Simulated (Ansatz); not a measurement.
H₄Ge, singlet, geometry from GFN2-xTB. Base run: Ansatz (a quantum-chemistry and plane-wave program) with HF/6-31G*.

Ansatz was given this input:
Ansatz 0.2 input:
```yaml
crystal:
  periodic: [false, false, false]
  atoms:
    - {symbol: Ge, position_ang: [0.00000000, -0.00000000, 0.00000000]}
    - {symbol: H, position_ang: [-0.59006963, -0.86482524, -1.04966053]}
    - {symbol: H, position_ang: [0.55512279, -0.84636567, 1.08323401]}
    - {symbol: H, position_ang: [-1.04872747, 0.88859607, 0.55539157]}
    - {symbol: H, position_ang: [1.08367430, 0.82259483, -0.58896505]}
basis:
  gaussian:
    orbitals: 6-31G*
hamiltonian:
  xc: hf
```

Each row names what was changed in the base input (with any setting that the change needs).

| change | basis functions | E (Eh) |
|---|---|---|
| base | 43 | -2077.37601 |
| basis = x2c-SVPall; relativity = spin-free X2C | 52 | -2099.04251 |
| basis = x2c-TZVPall; relativity = spin-free X2C | 72 | -2099.40602 |
| basis = ANO-RCC-VDZP; relativity = none | 47 | -2064.39932 |
| basis = ANO-RCC-VDZP; relativity = spin-free X2C; nucleus = Gaussian | 47 | -2099.39009 |
| basis = x2c-SVPall; relativity = spin-free X2C; nucleus = Gaussian | 52 | -2099.03218 |
| basis = x2c-TZVPall; relativity = spin-free X2C; nucleus = Gaussian | 72 | -2099.39478 |
| basis = x2c-SVPall; relativity = none | 52 | -2068.85202 |
| basis = x2c-TZVPall; relativity = none | 72 | -2068.09136 |
| basis = ANO-RCC-VDZP; relativity = spin-free X2C | 47 | -2099.40343 |

Absolute energies of different levels of theory aren't comparable as measures of quality.

Ansatz warned in this series: the basis is contracted for relativity, which the run leaves out.

Basis sets contracted for a relativistic Hamiltonian are a mismatch without it, so the rows without relativity aren't non-relativistic limits. No row has spin-orbit coupling; sets with core potentials leave out the core electrons.
